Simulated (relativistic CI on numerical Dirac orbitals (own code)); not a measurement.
## Er2+: N4,5 absorption edge

Computed with this model: Dirac-Coulomb-Breit CI, orbitals from a KLI potential per configuration, a model potential for QED, multiplet model of core-to-valence dipole absorption, unscaled Slater integrals; configurations [Xe] 4f12 → [Kr] 4d9 4f13 5s2 5p6; 300 K; Lorentzian 0.75 eV and Gaussian 0.2 eV FWHM. Energies are those of the free ion, without screening or charge transfer. The branching ratio is the share of the lower-energy edge in the whole absorption, uncertain by about 0.02 where the edges overlap. S is read from ⟨S²⟩ = S(S + 1).

free ion: ground-state S = 1.00, centroid 173.68 eV. Peaks (eV, height): 166.3 (26), 169.7 (10), 175.9 (100).

Strongest unbroadened transitions for free ion:

```tsv
Energy (eV)	Relative strength
166.26	26.4
169.68	9.3
175.92	100.0
188.62	0.5
```
